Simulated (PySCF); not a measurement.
## Basis and Hamiltonian dependence of the excitation energy of Hf

Hf [Xe] 4f14 5d2 6s2 (3F) → Hf [Xe] 4f14 5d4 (5D). Calculated with PySCF 2.14 from differences of total energies of unrestricted determinants, without spin-orbit coupling. Values in eV.

```
                                                                               basis    Hamiltonian  functions    UHF    PBE   PBE0  MP2 (valence)  CCSD(T) (valence)  CCSD(T) (valence and next inner shell)
                                                        aug-cc-pVDZ-PP with ECP60MDF            ECP         54  4.342  3.990  4.076          4.699              4.804                                     n/a
                             def2-TZVPPD with the def2 core potential (60 electrons)            ECP         59  4.465  4.131  4.197          4.797              4.885                                   5.008
                                                      aug-cc-pwCVDZ-PP with ECP60MDF            ECP         70  4.360  3.985  4.072          4.673              4.780                                   4.947
                             def2-QZVPPD with the def2 core potential (60 electrons)            ECP         84  4.456  4.111  4.180          4.796              4.881                                   4.958
                                                                        x2c-TZVPPall  spin-free X2C         97  4.408  4.325  4.333          4.770              4.865                                   5.001
                                                                        ANO-RCC-VTZP  spin-free X2C        104  4.412  4.309  4.304          4.749              4.914                                   4.907
                   x2c-TZVPPall with one added diffuse shell each of s, p, d, f type  spin-free X2C        113  4.408  4.323  4.332          4.766              4.857                                   4.994
aug-cc-pVTZ-PP with one added diffuse shell each of s, p, d, f, g type with ECP60MDF            ECP        113  4.369  3.992  4.078          4.729                n/a                                     n/a
                                                      aug-cc-pwCVTZ-PP with ECP60MDF            ECP        122  4.374  3.992  4.078          4.723                n/a                                     n/a
                                                                        x2c-QZVPPall  spin-free X2C        144  4.376    n/a    n/a            n/a                n/a                                     n/a
```

Frozen in the all-electron rows: valence and next inner shell: [Kr] 4d10 4f14; valence: [Xe] 4f14; with a core potential, the same shells as far as they lie outside it.
